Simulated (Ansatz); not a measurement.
This Ansatz (an electronic-structure program) input (wB97M-V/6-311G**) gives -99.72823 Eh with 18 basis functions. A basis named .json is the Basis Set Exchange file of that set (core-valence sets with the plain set on hydrogen).

Ansatz 0.2 input:
```yaml
crystal:
  periodic: [false, false, false]
  atoms:
    - {symbol: F, position_ang: [0.00000000, 0.00000000, 0.00000000]}
basis:
  gaussian:
    orbitals: 6-311G__.json
hamiltonian:
  xc: {name: wB97M-V}
magnetization: {spin_polarized: true, initial_magnetization: 1}
scf: {lower_state_search: full}
```

Change:
```diff
- orbitals: 6-311G__.json
+ orbitals: 6-31G
```

Q: What does the run give now?

A: -99.68966 Eh (wB97M-V/6-31G, 9 functions), a change of +38.57 mEh.
